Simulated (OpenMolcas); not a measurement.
Levels of Rh by method

| Property | Result |
| --- | --- |
| Program | OpenMolcas 26.06 |
| Basis | ANO-RCC-VQZP [8s7p5d3f2g1h] |
| Scalar Hamiltonian | DKH2, point nucleus |
| Active space | 9 electrons in 6 orbitals (4d 5s) |
| State averaging | 2S+1 = 4 even, 20 roots; 2S+1 = 2 even, 52 roots kept (CI in the orbitals of an earlier block) |
| Spin-orbit coupling | state interaction with AMFI integrals over the reference wave functions, term energies averaged over their components |

Methods on the same reference wave functions:
A. CASSCF
B. SS-CASPT2, IPEA 0.25 Eh, imaginary shift 0.1 Eh (closed shells correlated: 4s 4p)
C. MS-CASPT2, IPEA 0.25 Eh, imaginary shift 0.1 Eh (closed shells correlated: 4s 4p)

Energies in eV above 4d8 5s 4F 9/2, the measured ground level; measured values from NIST Handbook of Basic Atomic Spectroscopic Data.

```
                Level       A       B       C  Measured
        4d8 5s 4F 9/2  0.0000  0.0000  0.0000    0.0000
        4d8 5s 4F 7/2  0.2007  0.1854  0.1856    0.1897
        4d8 5s 4F 5/2  0.3707   0.360   0.361    0.3221
        4d8 5s 4F 3/2  0.4782   0.452   0.453    0.4306
        4d8 5s 2F 7/2  0.9257   0.644   0.644    0.7056
 4d8 5s 2F 5/2 [64 %]  1.1901   0.842   0.842    0.9660
       4d7 5s2 4F 9/2  1.4232   1.354   1.361          
 4d8 5s 2D 3/2 [62 %]  1.6517   1.152   1.140          
       4d7 5s2 4F 7/2  1.6647   1.600   1.603          
       4d7 5s2 4F 5/2  1.8210   1.757   1.761          
 4d8 5s 4P 3/2 [70 %]  1.8894   1.415   1.414          
        4d8 5s 4P 1/2  1.9299   1.448   1.448          
4d7 5s2 4F 3/2 [74 %]  1.9518   1.848   1.854          
        4d8 5s 2P 3/2  2.2598   1.679   1.653          
        4d8 5s 2P 1/2  2.3480   1.757   1.715          
        4d8 5s 2G 9/2  2.4858   2.037   1.996          
        4d8 5s 2G 7/2  2.5132   2.060   2.003          
       4d7 5s2 4P 5/2  3.1718   2.710   2.713          
       4d7 5s2 4P 3/2  3.2572   2.802   2.788          
       4d7 5s2 2G 9/2  3.3453   3.057   3.083          
       4d7 5s2 4P 1/2  3.3598   2.917   2.912
```

Deviations, from unrounded energies. A percentage is the sum of absolute deviations over the sum of measured energies, with the sign that they share, or ± where signs differ.

```csv
Against measurement,Levels,A,B,C
mean absolute deviation (cm-1),5,890,400,400
fine structure of the ground term (%),3,+11.4,±6.7,±6.9
other terms of the ground configuration (%),2,+26.6,-11.1,-11.1
```

B, C lie about equally close to measurement and A furthest from it. The largest miss of B in the table is 4d8 5s 2F 5/2 [64 %], by -1000 cm-1. The ranking rests on the paired levels alone, and a cruder setting can come out closer through cancelling errors.

Between B and C the level of the table that moves most is 4d8 5s 2G 7/2, by 460 cm-1 (lowest in C, highest in B). Moves below CASPT2's spread within the term are not significant.

The two smallest mean deviations differ by little beside CASPT2's spread within terms, so their order carries little weight.

From A to B the spin-free energies of the other terms of 4d8 5s shown, above 4F, scale by factors of 0.64 to 0.80.

The lowest spin-free term lies below A's lowest term by 0.659 hartree in B, 0.659 hartree in C.

Term energies are means over components that CASPT2 splits; among the terms shown or strongly mixed into the levels shown the widest spread is 1300 cm-1 (4d8 5s 2F, C). Terms from blocks run as CI alone lack orbitals of their own. A single d shell beside an s shell can misplace configurations of different d count against each other. No level of 4d9 was computed, though it lies in the active space. Without dynamic correlation excited terms often stand tens of per cent too high (terms of higher spin than the ground term too low), and those without a measured partner can miss by more than the paired ones (holds for A). The CASPT2 spread within a term exceeds the gap to the next term for 4d7 5s2 4F and 4d8 5s 2P, so the order of their levels is uncertain, and so are names and mixing where such terms share a J (holds for C). Computed and measured levels are paired by configuration, term and J; levels that our copy of the source lacks, or whose pairing is in doubt (as where it misses far off the trend of its configuration), stay unpaired and out of the deviations. Levels of configurations outside the active space are missing. Levels that lie high or do not pair safely by name in every column are left out.

A share in square brackets marks a mixed level and gives the weight of the term that names it, the lowest over the columns.
